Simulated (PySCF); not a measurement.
# Excitation energy of S²⁺ by level of theory

S²⁺ [Ne] 3s2 3p2 (3P) → S²⁺ [Ne] 3s1 3p2 3d1 (high-spin determinant), as a difference of total energies. Calculation: PySCF 2.14, in aug-cc-pwCVTZ (8s7p5d3f, 75 functions); the non-relativistic Hamiltonian (point nucleus). Correlated levels: valence: [Ne] frozen; valence and next inner shell: 1s2 frozen; nothing frozen. The calculations carry no spin-orbit coupling.

```tsv
method	excitation energy (eV)
UHF	22.029
LDA	22.662
PBE	22.511
PBE0	22.682
r2SCAN	22.205
BHandHLYP	23.469
MN15	22.584
M06-2X	23.500
B3LYP	23.124
MP2 (valence)	23.166
SCS-MP2 (valence)	23.779
MP2 (valence and next inner shell)	23.344
SCS-MP2 (valence and next inner shell)	23.912
MP2 (all electrons)	23.339
SCS-MP2 (all electrons)	23.908
```

How much does correlation contribute at MP2 (all electrons)?

23.339 − (22.029) = 1.310 eV, measured against UHF.

A first-order spin-orbit estimate (lowest level to lowest level, LS coupling) adds 0.015 eV.

The promoted electron is Rydberg-like, and one or two diffuse shells describe it only roughly, which tends to raise the upper state.

The determinant of the upper state mixes LS terms, which raises its energy above the lowest term, most at the Hartree-Fock and MP2 levels.
